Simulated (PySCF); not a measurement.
What builds the second ionisation energy along the 3d series

All values are computed (PySCF 2.14, energy differences of UHF-based or UKS calculations, no spin-orbit coupling). Each column adds one step, in eV (sums use unrounded values): valence MP2, valence CCSD, valence triples, then the next inner shell at CCSD(T) (Sc 3s 3p, Ti 3s 3p, V 3s 3p). References (NIST) marked * lie between the lowest fine-structure levels; the others compare directly ((s) semi-empirical, (t) theoretical).

```json
{"element": "Sc [Ar] 3d1 4s1 → [Ar] 3d1 (x2c-QZVPPall, spin-free X2C)", "UHF": "12.221", "+ MP2": "0.094", "+ CCSD": "0.037", "+ (T)": "0.000", "+ inner shell": "0.444", "sum": "12.796", "reference": "12.800 *"}
{"element": "Ti [Ar] 3d2 4s1 → [Ar] 3d2 (x2c-QZVPPall, spin-free X2C)", "UHF": "12.938", "+ MP2": "0.185", "+ CCSD": "0.054", "+ (T)": "0.003", "+ inner shell": "0.404", "sum": "13.584", "reference": "13.575 *"}
{"element": "V [Ar] 3d4 → [Ar] 3d3 (x2c-QZVPPall, spin-free X2C)", "UHF": "13.158", "+ MP2": "0.779", "+ CCSD": "0.076", "+ (T)": "0.024", "+ inner shell": "0.482", "sum": "14.519", "reference": "14.634 ± 0.007 *"}
```

What remains against the references is mostly basis incompleteness and, for starred values, spin-orbit coupling.

These are valence bases, so the inner-shell step is incomplete.
